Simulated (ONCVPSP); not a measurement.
**carbon (C): variants of one ONCV potential**

Base potential:

```json
{"Element": "C (Z = 6)", "Generator": "ONCVPSP 4.0.1", "Type": "optimised norm-conserving Vanderbilt (ONCV)", "Functional": "PBE", "Relativity": "scalar-relativistic", "Frozen core": "[He]", "Valence charge": "4", "Reference configuration": "2s2 2p2", "Partial waves": "2s: rc 1.30 bohr, ncon 4, nbas 8, qcut 5.9 1/bohr, 2 projectors, debl 1.8 Ha; 2p: rc 1.75 bohr, ncon 4, nbas 8, qcut 7.6 1/bohr, 3 projectors, debl 0.4 Ha", "Local potential": "polynomial inside 1.00 bohr (lpopt 2, dvloc0 0 Ha)", "Core correction": "none"}
```

Cutoffs, loose and tight: the cutoffs (Ha) at which the residual kinetic energy of the hardest occupied pseudo-wave falls to 1 and 0.1 mHa per electron. They do not see the model core or the augmentation charge, which bear on the density cutoff. Test errors are all-electron minus pseudo excitation energies from the reference, over the configurations 2s2 2p1; 2s2 2p0; 2s1 2p0; 2s1 2p2. A dash means not determined; rows that change the core or the reference have their own tests.

| change | outcome | cutoff, loose | cutoff, tight | bound ghosts | GHOST(+) flags above zero | largest test error (meV) |
| --- | --- | --- | --- | --- | --- | --- |
| base | generated | 18 Ha | 52 Ha | none | none | +430 |
| s: debl 0.8 | generated | 18 Ha | 52 Ha | none | none | +430 |

(1) What comes out with this change to the base: s: qcut 8.2?

(2) What comes out with this change to the base: p: rc 1.2?

Results:

(1) outcome: generated; cutoff, loose: 20 Ha; cutoff, tight: 26 Ha; bound ghosts: none; GHOST(+) flags above zero: none; largest test error (meV): +433.

(2) outcome: generated; cutoff, loose: 25 Ha; cutoff, tight: 66 Ha; bound ghosts: none; GHOST(+) flags above zero: p; largest test error (meV): 4 of 4 tests not solved or not reliable.
